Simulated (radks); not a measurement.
Charge is removed step by step from the 3p down level of S, starting from [Ne] 3s2 3p(up 3, down 1). Method: scalar-relativistic Kohn-Sham, r2SCAN, spin-polarised, spherical densities, finite nucleus; meta-GGA in the generalised Kohn-Sham scheme; Fermi nuclear charge, rms radius 3.2611 fm; computed with a radial shooting solver on a logarithmic mesh with Libxc functionals.

\begin{tabular}{lrrr}
removed (e) & E - E(0) (eV) & eigenvalue (eV) & E minus straight line (eV) \\ \hline
0 & 0.000 & -5.875 & 0.000 \\
0.25 & 1.717 & -7.872 & -0.768 \\
0.5 & 3.940 & -9.919 & -1.029 \\
0.75 & 6.678 & -11.991 & -0.775 \\
1 & 9.938 & -14.139 & 0.000 \\
\end{tabular}

Removing the whole electron costs 9.938 eV by Delta-SCF, against 5.875 eV from minus the eigenvalue at the starting occupation. Slater's transition state (half an electron removed) gives 9.919 eV. Integrating minus the eigenvalue over the occupation (Janak's theorem) gives 9.942 eV. In this scalar-relativistic scheme the density is built from large components alone, so the theorem holds only approximately. The mean slope of the eigenvalue, de/dn, is 8.26 eV per electron. Ionisation energy of S in the NIST Atomic Spectra Database: 10.360 eV (measured).
